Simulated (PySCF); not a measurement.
Species: 1-propanesulfonic acid, C3H8O3S.
Numbering: `[CH3:1][CH2:2][CH2:3][S:4](=[O:5])(=[O:6])[OH:7]` (hydrogens: H8, H9, H10 on C1; H11, H12 on C2; H13, H14 on C3; H15 on O7)

Method: PBE0-D3(BJ)/def2-SVP geometry optimisation, gas phase (PySCF); density fitting, grid level 2; the optimiser is geomeTRIC in internal coordinates, started from a GFN2-xTB structure.

The end geometry, which sets the zero of energy:
```
atom  x, y, z in Å
C1     -1.8428    0.4129   -0.1974
C2     -0.9419   -0.7986   -0.0154
C3      0.5022   -0.6037   -0.4556
S4      1.3693    0.5824    0.5606
O5      0.9361    1.9244    0.2360
O6      1.3959    0.1055    1.9360
O7      2.8800    0.4062   -0.0241
H8     -1.8467    0.7538   -1.2446
H9     -1.5151    1.2609    0.4198
H10    -2.8777    0.1658    0.0803
H11    -1.3321   -1.6496   -0.5976
H12    -0.9400   -1.1238    1.0379
H13     0.5929   -0.2322   -1.4877
H14     1.0842   -1.5312   -0.3576
H15     3.4175    0.0596    0.7050
```

Question: These geometries come from the run, each turned onto the end geometry. Order them by energy, lowest first.
A.
```
atom  x, y, z in Å
C1     -1.7987    0.4011   -0.2039
C2     -0.9188   -0.8284   -0.0153
C3      0.4791   -0.5962   -0.5533
S4      1.3187    0.5460    0.5577
O5      0.9727    1.9017    0.2797
O6      1.2363    0.0890    1.9123
O7      2.8519    0.2976    0.0802
H8     -1.9481    0.6042   -1.2624
H9     -1.3290    1.2689    0.2498
H10    -2.7715    0.2458    0.2561
H11    -1.3703   -1.6879   -0.5174
H12    -0.8322   -1.0599    1.0482
H13     0.4882   -0.1294   -1.5322
H14     1.0848   -1.4959   -0.5478
H15     3.4185    0.1757    0.8439
```
B.
```
atom  x, y, z in Å
C1     -1.8648    0.3952   -0.2097
C2     -0.9404   -0.7939   -0.0166
C3      0.4920   -0.5729   -0.4845
S4      1.3995    0.5620    0.5664
O5      1.0223    1.9294    0.2551
O6      1.3589    0.0655    1.9391
O7      2.9031    0.3023    0.0049
H8     -1.9719    0.6430   -1.2784
H9     -1.4833    1.2942    0.2968
H10    -2.8668    0.1782    0.1890
H11    -1.3228   -1.6704   -0.5675
H12    -0.9061   -1.0876    1.0468
H13     0.5509   -0.1373   -1.4961
H14     1.0866   -1.4983   -0.4541
H15     3.4241    0.1228    0.8044
```
C.
```
atom  x, y, z in Å
C1     -1.8500    0.4097   -0.2033
C2     -0.9406   -0.7948   -0.0152
C3      0.5013   -0.5946   -0.4671
S4      1.3764    0.5674    0.5674
O5      0.9649    1.9161    0.2475
O6      1.3773    0.0868    1.9393
O7      2.8863    0.3598   -0.0128
H8     -1.9003    0.7080   -1.2622
H9     -1.4978    1.2801    0.3675
H10    -2.8713    0.1724    0.1286
H11    -1.3315   -1.6526   -0.5871
H12    -0.9305   -1.1107    1.0407
H13     0.5782   -0.1968   -1.4902
H14     1.0804   -1.5263   -0.4000
H15     3.4386    0.1079    0.7424
```
D.
```
atom  x, y, z in Å
C1     -1.8502    0.4043   -0.2070
C2     -0.9370   -0.7970   -0.0152
C3      0.4955   -0.5871   -0.4852
S4      1.3734    0.5590    0.5669
O5      0.9821    1.9174    0.2523
O6      1.3557    0.0732    1.9400
O7      2.8877    0.3258    0.0089
H8     -1.9445    0.6678   -1.2721
H9     -1.4667    1.2908    0.3178
H10    -2.8580    0.1894    0.1766
H11    -1.3272   -1.6654   -0.5702
H12    -0.9112   -1.0973    1.0450
H13     0.5588   -0.1641   -1.4991
H14     1.0846   -1.5138   -0.4462
H15     3.4386    0.1292    0.7830
```

Answer: C (0.003 eV), D (0.007 eV), B (0.019 eV), A (0.140 eV).

In the order of the answer:

| step | E above end (eV) | largest force (eV/Å) | rms force component (eV/Å) | rms distance from end (Å) | rms bond change (Å) | bond most changed (Å) |
| --- | --- | --- | --- | --- | --- | --- |
| 5 | 0.003 | 0.16 | 0.039 | 0.040 | 0.001 | S4=O6 -0.002 |
| 3 | 0.007 | 0.05 | 0.016 | 0.075 | 0.001 | S4–O7 +0.001 |
| 1 | 0.019 | 0.71 | 0.138 | 0.091 | 0.003 | C3–S4 +0.007 |
| 0 | 0.140 | 1.73 | 0.502 | 0.149 | 0.014 | S4=O6 -0.024 |

What follows is the cost of the whole optimisation. Time: 39 s; peak memory 0.77 GiB. Hardware: one thread of an AMD EPYC 9R45, no GPU, shared host with 96 logical CPUs at a one-minute load of 6.2.
